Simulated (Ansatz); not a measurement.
BH3SeSF2, closed shell: a nudged elastic band.

The input file, in.yaml:

```yaml
crystal:
  periodic: [false, false, false]
  atoms:
    - {symbol: B, position_ang: [-0.270541, 0.286813, -1.168464]}
    - {symbol: S, position_ang: [1.318042, 1.136957, -1.285337]}
    - {symbol: F, position_ang: [-0.324317, -1.002151, -1.447537]}
    - {symbol: F, position_ang: [-1.397377, 0.922025, -0.909462]}
    - {symbol: H, position_ang: [0.993013, -1.486550, 1.668239]}
    - {symbol: Se, position_ang: [-0.067213, -0.565572, 2.091281]}
    - {symbol: H, position_ang: [0.822999, 2.335886, -0.940658]}
    - {symbol: H, position_ang: [-1.074704, -1.627407, 1.992038]}
basis:
  gaussian: {orbitals: def2-SVP}
hamiltonian: {xc: pbe0, dispersion: d4}
neb:
  images: 5
  climbing: true
  max_iterations: 30
  initial_path: idpp
  spring: 500.0
  final_atoms:
    - {symbol: B, position_ang: [-1.166846, -0.187699, -0.167186]}
    - {symbol: S, position_ang: [1.964425, 0.521026, -0.349727]}
    - {symbol: F, position_ang: [-1.050819, -0.845931, -1.301452]}
    - {symbol: F, position_ang: [-1.419479, 1.106816, -0.208909]}
    - {symbol: H, position_ang: [1.816918, 1.338086, 0.703853]}
    - {symbol: Se, position_ang: [-1.147680, -1.076925, 1.565560]}
    - {symbol: H, position_ang: [1.853442, 1.533601, -1.223471]}
    - {symbol: H, position_ang: [-0.850059, -2.388974, 0.981432]}
```

Command:

```bash
ansatz run in.yaml --threads 8 --pin off --events-out ev --progress --plain --max-ram 19148MiB
```

What Ansatz 0.2.0 printed:

```
Functional definition: PBE0
  name "PBE0"
  cite "Adamo & Barone, J. Chem. Phys. 110, 6158 (1999) doi:10.1063/1.478522"
  cite "Perdew, Burke & Ernzerhof, Phys. Rev. Lett. 77, 3865 (1996) doi:10.1103/PhysRevLett.77.3865"
  parent pbe
  parameter a = 0.25
  parameter kappa = 0.804
  parameter beta = 0.06672455060314922
  exchange = (1 - a)*pbe_x(kappa = kappa, mu = beta*pi^2/3) + a*exact_x
  correlation = pbe_c(beta = beta)
1116 factors; integrals over basis functions are off by at most 5.4e-4 eV
mean field evaluation 1: about -82312.4556 eV, gradient 3.3e1 eV
mean field evaluation 2: about -82311.4515 eV, gradient 4.3e1 eV
mean field evaluation 4: about -82314.1078 eV, gradient 5.3e-1 eV
mean field evaluation 8: about -82314.1618 eV, gradient 5.6e-2 eV
mean field evaluation 16: about -82314.1618 eV, gradient 5.5e-5 eV
mean field -82314.16180734 eV, -3024.9896518770 hartree, gradient 5.5e-5 eV, S^2 0.000000; 0 other end points of the search recorded, 0 dependent functions left out
the calculation of the forces begins
reference -82314.16183171 eV, -3024.9896527724 hartree; 38, 38 occupied and 69, 69 virtual orbitals, 1116 factors
1115 factors; integrals over basis functions are off by at most 9.6e-4 eV
mean field -82314.05902065 eV, -3024.9858745357 hartree, gradient 5.7e-5 eV, S^2 0.000000; 0 other end points of the search recorded, 0 dependent functions left out
the calculation of the forces begins
reference -82314.05904510 eV, -3024.9858754344 hartree; 38, 38 occupied and 69, 69 virtual orbitals, 1115 factors
WARN: NEB end point (image 0): max|allowed force component| = 1.750e-1 eV/Å (the criterion of neb.relax_end_points is 1.000e-2). That is over neb.f_tol: it is no minimum, so the barrier can be far off. Relax it first
WARN: NEB end point (image 6): max|allowed force component| = 2.906e-1 eV/Å (the criterion of neb.relax_end_points is 1.000e-2). That is over neb.f_tol: it is no minimum, so the barrier can be far off. Relax it first
1117 factors; integrals over basis functions are off by at most 5.4e-4 eV
mean field evaluation 32: about -82310.8468 eV, gradient 3.3e1 eV
mean field -82312.59904989 eV, -3024.9322215998 hartree, gradient 5.9e-5 eV, S^2 0.000000; 0 other end points of the search recorded, 0 dependent functions left out
the calculation of the forces begins
reference -82312.59907388 eV, -3024.9322224817 hartree; 38, 38 occupied and 69, 69 virtual orbitals, 1117 factors
1118 factors; integrals over basis functions are off by at most 6.1e-4 eV
mean field evaluation 64: about -82310.2992 eV, gradient 5.0e-5 eV
mean field -82310.29915995 eV, -3024.8477022034 hartree, gradient 5.0e-5 eV, S^2 0.000000; 0 other end points of the search recorded, 0 dependent functions left out
the calculation of the forces begins
reference -82310.29918418 eV, -3024.8477030940 hartree; 38, 38 occupied and 69, 69 virtual orbitals, 1118 factors
1118 factors; integrals over basis functions are off by at most 5.4e-4 eV
mean field -82309.13775557 eV, -3024.8050213800 hartree, gradient 5.2e-5 eV, S^2 0.000000; 0 other end points of the search recorded, 0 dependent functions left out
the calculation of the forces begins
reference -82309.13778013 eV, -3024.8050222824 hartree; 38, 38 occupied and 69, 69 virtual orbitals, 1118 factors
1115 factors; integrals over basis functions are off by at most 9.2e-4 eV
mean field evaluation 96: about -82309.9893 eV, gradient 1.1e-3 eV
mean field -82309.98932312 eV, -3024.8363159100 hartree, gradient 5.3e-5 eV, S^2 0.000000; 0 other end points of the search recorded, 0 dependent functions left out
the calculation of the forces begins
reference -82309.98934738 eV, -3024.8363168016 hartree; 38, 38 occupied and 69, 69 virtual orbitals, 1115 factors
1115 factors; integrals over basis functions are off by at most 1.2e-3 eV
mean field -82312.30388401 eV, -3024.9213744538 hartree, gradient 3.8e-5 eV, S^2 0.000000; 0 other end points of the search recorded, 0 dependent functions left out
the calculation of the forces begins
reference -82312.30390773 eV, -3024.9213753254 hartree; 38, 38 occupied and 69, 69 virtual orbitals, 1115 factors
NEB iter   1: max|band force component| = 3.884e0 eV/Å  barrier→ = 5.0039 eV  barrier← = 4.9039 eV  Δτ_max = 0.2000 Å  (192 SCF iters)
NEB iter   2: max|band force component| = 3.056e0 eV/Å  barrier→ = 3.2735 eV  barrier← = 3.1735 eV  Δτ_max = 0.2000 Å  (174 SCF iters)
NEB iter   3: max|band force component| = 5.500e0 eV/Å  barrier→ = 2.1321 eV  barrier← = 2.0321 eV  Δτ_max = 0.1023 Å  (160 SCF iters)
NEB iter   4: max|band force component| = 2.008e0 eV/Å  barrier→ = 1.5615 eV  barrier← = 1.4614 eV  Δτ_max = 0.2000 Å  (145 SCF iters)
NEB iter   5: max|band force component| = 6.254e0 eV/Å  barrier→ = 1.0404 eV  barrier← = 0.9404 eV  Δτ_max = 0.1012 Å  (148 SCF iters)
NEB iter   6: max|band force component| = 8.153e-1 eV/Å  barrier→ = 0.8997 eV  barrier← = 0.7997 eV  Δτ_max = 0.1847 Å  (144 SCF iters)
NEB iter   7: max|band force component| = 5.341e-1 eV/Å  barrier→ = 0.8066 eV  barrier← = 0.7066 eV  Δτ_max = 0.2000 Å  (144 SCF iters)
NEB iter   8: max|band force component| = 8.944e-1 eV/Å  barrier→ = 0.7927 eV  barrier← = 0.6926 eV  Δτ_max = 0.0989 Å  (146 SCF iters)
NEB iter   9: max|band force component| = 5.090e-1 eV/Å  barrier→ = 0.7447 eV  barrier← = 0.6446 eV  CI = image 3  Δτ_max = 0.0743 Å  (149 SCF iters)
NEB iter  10: max|band force component| = 2.704e-1 eV/Å  barrier→ = 0.7864 eV  barrier← = 0.6864 eV  CI = image 3  Δτ_max = 0.0363 Å  (150 SCF iters)
NEB iter  11: max|band force component| = 2.142e-1 eV/Å  barrier→ = 0.7888 eV  barrier← = 0.6888 eV  CI = image 3  Δτ_max = 0.0181 Å  (151 SCF iters)
NEB iter  12: max|band force component| = 1.672e-1 eV/Å  barrier→ = 0.7862 eV  barrier← = 0.6862 eV  CI = image 3  Δτ_max = 0.0181 Å  (153 SCF iters)
NEB iter  13: max|band force component| = 1.680e-1 eV/Å  barrier→ = 0.7830 eV  barrier← = 0.6830 eV  CI = image 3  Δτ_max = 0.0091 Å  (154 SCF iters)
NEB iter  14: max|band force component| = 6.942e-2 eV/Å  barrier→ = 0.7824 eV  barrier← = 0.6824 eV  CI = image 3  Δτ_max = 0.0157 Å  (149 SCF iters)
NEB iter  15: max|band force component| = 2.695e-2 eV/Å  barrier→ = 0.7823 eV  barrier← = 0.6823 eV  CI = image 3  Δτ_max = 0.0000 Å  (1057 SCF iters)
Total energy: -82313.53097801 eV, -3024.9664693267 hartree
Atom 0 at    -0.633349     0.095454    -0.510401 Å, force     0.013454     0.007421     0.013413 eV/Å
Atom 1 at     1.356694     0.240722    -0.865388 Å, force    -0.021803     0.002107     0.002060 eV/Å
Atom 2 at    -1.147732    -0.957232    -1.160230 Å, force     0.006060    -0.002867    -0.000345 eV/Å
Atom 3 at    -1.232886     1.288628    -0.648903 Å, force     0.003431    -0.004752     0.001209 eV/Å
Atom 4 at     1.029700    -0.085611     0.741206 Å, force     0.001840    -0.001524    -0.003305 eV/Å
Atom 5 at    -0.453223    -0.351996     1.649546 Å, force    -0.005226    -0.003473    -0.012658 eV/Å
Atom 6 at     1.409103     1.570760    -0.632961 Å, force     0.002769    -0.002687    -0.001539 eV/Å
Atom 7 at    -0.328405    -1.800725     1.427230 Å, force    -0.000525     0.005776     0.001166 eV/Å
Dipole moment:     0.391921     0.018153     0.258171 e Å

[the SCF lines of later steps are left out]
```

The lines “mean field evaluation” count trial sets of orbitals through the whole run, from several starts and some on an approximate energy, so they need not fall steadily or lie above the final value.

The run took about 2.2 min on 8 CPU threads of an Intel Xeon Platinum 8259CL (shared host).


The run ended normally. The spring constant of 500 eV/Å² is a hundred times the default.